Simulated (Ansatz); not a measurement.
Molecule: C$_{4}$H$_{5}$GeS, charge -1, multiplicity 1. It need not be the lowest isomer of its formula. Whether it binds its extra electron was not tested at this geometry. 
Coordinates optimised at B3LYP-D3(BJ)/def2-TZVP (Ansatz, a first-principles code):
```
C
C 1 1.3769
H 2 1.0836 1 121.60
C 2 1.4250 3 123.17 1 -179.21
C 4 1.3680 2 112.64 3 178.78
H 5 1.0796 4 127.95 2 -178.56
H 4 1.0839 5 123.36 6 0.78
S 5 1.7292 6 122.21 4 -178.83
Ge 1 2.0571 2 127.44 3 -2.04
H 9 1.6151 1 93.63 2 -165.62
H 9 1.6166 10 92.31 1 94.29
```
Charge -1, spin multiplicity 1.

Parts of the frozen-core correlation energy in def2-QZVPPD (Ansatz, hartree). Frozen orbitals: 23; correlated occupied orbitals by spin: 16 and 16; virtual: 552 and 552. No spin-orbit coupling. Non-relativistic. The restricted reference is unstable.

| term | value |
|---|---|
| reference (HF) | -2627.38176 |
| MP2 opposite-spin | -0.76694 |
| MP2 same-spin | -0.24231 |
| CCSD correlation | -1.03181 |
| (T) | -0.06077 |
| T1 diagnostic | 0.015 |
| largest doubles amplitude | 0.041 |
